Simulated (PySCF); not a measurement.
# S: excitation energy

S [Ne] 3s2 3p4 (3P) → S [Ne] 3s1 3p5 (3P), as a difference of total energies. Computed with PySCF 2.14 in dyall-av2z (13s9p2d, 50 functions), with the non-relativistic Hamiltonian (point nucleus). Correlated levels: valence: [Ne] frozen; virtual orbitals above 40 to 60 times the deepest correlated orbital energy dropped. The calculations carry no spin-orbit coupling.

Q: Order these methods by the excitation energy they give, lowest first.
A. PBE
B. wB97M-V
C. SCS-MP2 (valence)
D. MP2 (valence)

A: A (9.958 eV), C (10.271 eV), D (10.410 eV), B (10.582 eV).

Errors of the correlated levels include the incompleteness of this basis and the frozen core.

The upper state lies above the first ionisation limit, where it may autoionise and the basis confines it.

For comparison: 8.928 eV (measured; NIST levels, between the centres of gravity of the two terms).
